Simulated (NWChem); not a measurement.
Species: AlH$_{2}$O$_{2}$ cation; SMILES [Al+]([OH])[OH]

```xyz
5

Al    -0.0065     0.1151     0.0138
O      1.1661     0.3100    -1.0547
H      1.8675     0.4267    -1.6942
O     -1.1790    -0.0790     1.0826
H     -1.8806    -0.1959     1.7220
```
Atoms are numbered in this order, from 1.

Results from NWChem. Pople sets run with spherical d functions. All runs use the structure optimised with PBE0/def2-SVP. Vzz is the largest principal value of the second derivative of the potential at the nucleus (NWChem prints the opposite sign); η is the asymmetry. Non-relativistic.

```json
[
 {"level": "PBE/6-31G*", "Vzz Al1 (a.u.)": "-0.955", "η Al1": "0.00", "Vzz O4 (a.u.)": "1.401", "η O4": "0.00", "relative time": "2"},
 {"level": "PBE/def2-SVP", "Vzz Al1 (a.u.)": "-1.060", "η Al1": "0.00", "Vzz O4 (a.u.)": "1.423", "η O4": "0.00", "relative time": "1"},
 {"level": "PBE0/def2-SVP", "Vzz Al1 (a.u.)": "-1.124", "η Al1": "0.00", "Vzz O4 (a.u.)": "1.442", "η O4": "0.00", "relative time": "1"},
 {"level": "PBE0/def2-TZVP", "Vzz Al1 (a.u.)": "-1.547", "η Al1": "0.00", "Vzz O4 (a.u.)": "1.409", "η O4": "0.00", "relative time": "5"}
]
```

Relative times are rough (shared machine, one core).
